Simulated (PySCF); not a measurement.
Compound: CH8AlAsS.
Bonds: C1–S2, S2–Al3, Al3–As4. Hydrogens: H5, H6, H7 on C1; H8, H9 on Al3; H10, H11, H12 on As4.

Method: PBE0-D3(BJ)/def2-SVP geometry optimisation, gas phase in PySCF 2.14.0.

How far are the bound atoms from Al3?

4 atoms: H8 1.592 Å, H9 1.595 Å, S2 2.226 Å, As4 2.648 Å. The nearest atom not counted as bound is H6, at 3.06 Å.

List the angles at Al3.

```
     angle  degrees  distance of the outer atoms (Å)
 H8–Al3–H9    124.0                             2.81
 S2–Al3–H9    116.6                             3.27
 S2–Al3–H8    114.8                             3.23
As4–Al3–H9    101.1                             3.34
As4–Al3–H8     98.8                             3.29
S2–Al3–As4     90.9                             3.49
```

Describe the arrangement about Al3 in numbers.

Angles from 90.9° to 124.0°; τ4 = (360° − α − β)/141° = 0.85 with α and β the two widest (0 for a square, 1 for a tetrahedron).

What are the other bond lengths?

C1–S2 1.827 Å; C1–H5, C1–H6, C1–H7 1.099 Å; As4–H10 1.510 Å; As4–H11 1.509 Å; As4–H12 1.518 Å.

Give some angles away from the centre.

C1–S2–Al3 101.4°.

What are the rotational constants (commonest isotopes, rigid rotor)?

A = 4040, B = 1175, C = 1037 MHz: a near-prolate asymmetric top.

Point group: C1 (no symmetry element, even within 0.4 Å). Charge 0, singlet. PBE0-D3(BJ)/def2-SVP frequencies: not computed here.

Conformer computed: `[H][As+:4]([H])([H])[AlH2-:3][S:2][CH3:1]`: C1–S2–Al3–As4 -85°.

One conformer stands for the species.
